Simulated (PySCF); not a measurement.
Ge(H)2(OH)(NH2) (GeH5NO), SMILES [NH2][GeH2][OH]. Atoms are numbered in the order given.

```xyz
8

Ge     0.3444     0.0314     0.0000
N     -0.5477    -1.5627     0.0000
O     -0.8604     1.3668     0.0000
H      1.1985     0.0999     1.2839
H      1.1985     0.0999    -1.2839
H     -1.1209    -1.7234    -0.8265
H     -1.1209    -1.7234     0.8265
H     -0.4596     2.2462     0.0000
```
Charge 0, spin multiplicity 1.

Geometry optimised at B3LYP-D3(BJ)/def2-SVP. Other conformers were not sampled.

Calculation: PBE0/def2-TZVPD run with PySCF.

Symmetry labels are those of the subgroup Cs that the program uses (full group Cs).

Problem. List the valence orbital energies around the gap with their symmetry. (An estimate is asked for; the answer gives what the named calculation found.)

Solution. 
```json
[
 {"orbital": "HOMO−7", "symmetry": "A'", "energy (eV)": "-15.63"},
 {"orbital": "HOMO−6", "symmetry": "A\"", "energy (eV)": "-13.51"},
 {"orbital": "HOMO−5", "symmetry": "A'", "energy (eV)": "-13.05"},
 {"orbital": "HOMO−4", "symmetry": "A'", "energy (eV)": "-11.00"},
 {"orbital": "HOMO−3", "symmetry": "A\"", "energy (eV)": "-10.23"},
 {"orbital": "HOMO−2", "symmetry": "A'", "energy (eV)": "-9.45"},
 {"orbital": "HOMO−1", "symmetry": "A\"", "energy (eV)": "-8.37"},
 {"orbital": "HOMO", "symmetry": "A'", "energy (eV)": "-7.78"},
 {"orbital": "LUMO", "symmetry": "A'", "energy (eV)": "0.06"},
 {"orbital": "LUMO+1", "symmetry": "A'", "energy (eV)": "0.20"},
 {"orbital": "LUMO+2", "symmetry": "A'", "energy (eV)": "0.75"},
 {"orbital": "LUMO+3", "symmetry": "A'", "energy (eV)": "1.41"}
]
```
